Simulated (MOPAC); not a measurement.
MOPAC input (PM3):

```
PM3 PRECISE GNORM=0.05 LET XYZ UHF MS=0.5 GEO-OK AUX(PRECISION=9) THREADS=1
C4H2BrSe

Br    1.96536700 1   -0.44951700 1    0.27147400 1
C     0.10796300 1   -0.48378000 1    0.01489000 1
C    -0.71165800 1   -1.52659600 1   -0.09838400 1
C    -2.09895900 1   -1.33151000 1   -0.29001600 1
C    -2.42923900 1   -0.01223300 1   -0.33557600 1
Se   -0.93440700 1    1.10523300 1   -0.12902400 1
H    -2.81572300 1   -2.13358200 1   -0.38907000 1
H    -3.41092800 1    0.41345700 1   -0.47116500 1
```

From the output:

```
                                                       MOPAC v23.2.5 Linux

          FINAL HEAT OF FORMATION =         89.33846 KCAL/MOL =     373.79214 KJ/MOL

          COSMO AREA              =        140.28 SQUARE ANGSTROMS
          COSMO VOLUME            =        134.08 CUBIC ANGSTROMS

          GRADIENT NORM           =          0.01029          =       0.00364 PER ATOM
          IONIZATION POTENTIAL    =          9.622149 EV
          ALPHA SOMO LUMO (EV)    =         -9.752 -1.337
          BETA  SOMO LUMO (EV)    =         -9.622 -1.705
          NO. OF ALPHA ELECTRONS  =         16
          NO. OF BETA  ELECTRONS  =         15
          MOLECULAR WEIGHT        =        208.9238         POINT GROUP:  Cs

          MOLECULAR DIMENSIONS (Angstroms)

            Atom       Atom       Distance
            H     8   Br     1     5.50480
            H     7   Se     6     3.54590
            C     3   Br     1     0.00000

          SCF CALCULATIONS        =         26

   ATOM   CHEMICAL          X               Y               Z
  NUMBER   SYMBOL      (ANGSTROMS)     (ANGSTROMS)     (ANGSTROMS)

     1      Br          1.94676833  *  -0.45724768  *   0.26890437  *
     2       C          0.13987728  *  -0.46939493  *   0.01929960  *
     3       C         -0.70893786  *  -1.48215068  *  -0.09800606  *
     4       C         -2.09847386  *  -1.33571235  *  -0.28994945  *
     5       C         -2.45544396  *  -0.02372130  *  -0.33919625  *
     6      Se         -0.92104383  *   1.10271858  *  -0.12717819  *
     7       H         -2.77219468  *  -2.18950470  *  -0.38305967  *
     8       H         -3.43790941  *   0.41154556  *  -0.47489254  *

                             CARTESIAN COORDINATES

   1   Br        1.946768330    -0.457247682     0.268904372
   2    C        0.139877280    -0.469394935     0.019299596
   3    C       -0.708937859    -1.482150678    -0.098006060
   4    C       -2.098473860    -1.335712348    -0.289949446
   5    C       -2.455443957    -0.023721296    -0.339196253
   6   Se       -0.921043835     1.102718582    -0.127178189
   7    H       -2.772194682    -2.189504698    -0.383059668
   8    H       -3.437909409     0.411545559    -0.474892538

           Empirical Formula: C4 H2 Br Se  =     8 atoms

      MOLECULAR POINT GROUP   :   Cs

          ALPHA EIGENVALUES
 -36.90687 -28.30425 -23.51442 -22.61611 -18.67989 -18.51193 -16.99562 -14.96459
 -14.18641 -14.01863 -12.26227 -11.89707 -11.44894 -10.68349 -10.47506  -9.75222
  -1.33650  -0.85575  -0.55131   0.27417   1.14283   2.81787   3.21574   3.65217
   4.63058   4.83893

           BETA EIGENVALUES
 -36.52912 -28.26592 -23.23168 -22.37513 -18.58399 -18.15273 -16.51605 -14.86685
 -14.11933 -13.73194 -11.89646 -11.69711 -11.17914 -10.25395  -9.62215  -1.70472
  -1.12317  -0.55364  -0.40677   0.60790   1.73109   2.91946   3.47270   3.80331
   4.78784   5.36166

              NET ATOMIC CHARGES AND DIPOLE CONTRIBUTIONS

  ATOM NO.   TYPE          CHARGE      No. of ELECS.   s-Pop       p-Pop
    1         Br           0.145605        6.8544     1.95568     4.89872
    2          C          -0.289884        4.2899     1.25874     3.03115
    3          C          -0.024794        4.0248     1.30075     2.72405
    4          C          -0.065443        4.0654     1.16939     2.89606
    5          C          -0.225037        4.2250     1.22802     2.99702
    6         Se           0.174506        5.8255     1.87778     3.94771
    7          H           0.138631        0.8614     0.86137
    8          H           0.146414        0.8536     0.85359
 DIPOLE           X         Y         Z       TOTAL
 POINT-CHG.    -0.471     0.712    -0.065     0.856
 HYBRID        -0.413    -1.181    -0.057     1.252
 SUM           -0.884    -0.469    -0.122     1.008

          ATOMIC ORBITAL ELECTRON POPULATIONS

     Atom    s        px        py        pz
    1 Br   1.95568   0.95888   1.98570   1.95413
    2  C   1.25874   0.97079   0.94035   1.12000
    3  C   1.30075   0.91347   0.84739   0.96318
    4  C   1.16939   0.93766   0.95428   1.00412
    5  C   1.22802   0.98189   0.95702   1.05811
    6 Se   1.87778   0.97572   1.11470   1.85729
    7  H   0.86137
    8  H   0.85359

                    (SZ)    =    0.500000
                    (S**2)  =    1.164627

          ATOMIC ORBITAL SPIN POPULATIONS

    Atom   Total    s     px     py     pz
         Atomic
    1 Br  0.0490  0.001  0.071 -0.005 -0.018
    2  C -0.6995 -0.052 -0.078 -0.122 -0.447
    3  C  1.3914  0.211  0.160  0.610  0.410
    4  C -0.4192 -0.020 -0.056 -0.039 -0.305
    5  C  0.5133  0.043  0.049  0.052  0.369
    6 Se  0.1629 -0.001  0.026  0.144 -0.006
    7  H  0.0326  0.033
    8  H -0.0305 -0.030

 **********************
 *                    *
 * JOB ENDED NORMALLY *
 *                    *
 **********************

 == MOPAC DONE ==
```

The geometry given is a B3LYP-D3(BJ)/def2-TZVP minimum.

The determinant is spin-contaminated: <S^2> is 1.16 against 0.75 for a pure state.
